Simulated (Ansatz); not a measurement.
PBE exchange is replaced step by step with exact exchange (0 % is PBE, 25 % PBE0; no dispersion term), basis def2-TZVP, Ansatz. System: the cluster Co3⁺. The state is a septet with charge 1. Geometry: PBE-D4/def2-TZVP.

Geometry of the septet:

Cartesian coordinates in Å:
```
Co 0.058 -0.082 1.206
Co -0.825 0.905 -0.559
Co 0.767 -0.822 -0.648
```

The order of the spin states hangs on the level: the triplet lies 0.23 eV below the septet at PBE0-D4/def2-TZVP, but 0.55 eV above it at PBE-D4/def2-TZVP. The triplet is doubtful at PBE0-D4/def2-TZVP (⟨S²⟩ 4.09, where a pure state has 2.00). The triplet is doubtful at PBE-D4/def2-TZVP (⟨S²⟩ 4.12, where a pure state has 2.00). The structure comes from a short search, and lower isomers may exist.

HOMO and LUMO are taken over both spins.

```json
{"exact exchange (%)": "0", "HOMO (eV)": "-9.33", "LUMO (eV)": "-9.09", "gap (eV)": "0.24", "⟨S²⟩": "12.105"}
{"exact exchange (%)": "5", "HOMO (eV)": "-9.55", "LUMO (eV)": "-8.37", "gap (eV)": "1.18", "⟨S²⟩": "12.099"}
{"exact exchange (%)": "10", "HOMO (eV)": "-9.82", "LUMO (eV)": "-7.88", "gap (eV)": "1.94", "⟨S²⟩": "12.114"}
{"exact exchange (%)": "15", "HOMO (eV)": "-9.97", "LUMO (eV)": "-7.69", "gap (eV)": "2.28", "⟨S²⟩": "12.101"}
{"exact exchange (%)": "25", "HOMO (eV)": "-10.48", "LUMO (eV)": "-7.28", "gap (eV)": "3.20", "⟨S²⟩": "12.081"}
{"exact exchange (%)": "35", "HOMO (eV)": "-11.08", "LUMO (eV)": "-6.86", "gap (eV)": "4.22", "⟨S²⟩": "12.071"}
{"exact exchange (%)": "50", "HOMO (eV)": "-12.00", "LUMO (eV)": "-6.25", "gap (eV)": "5.75", "⟨S²⟩": "12.057"}
```
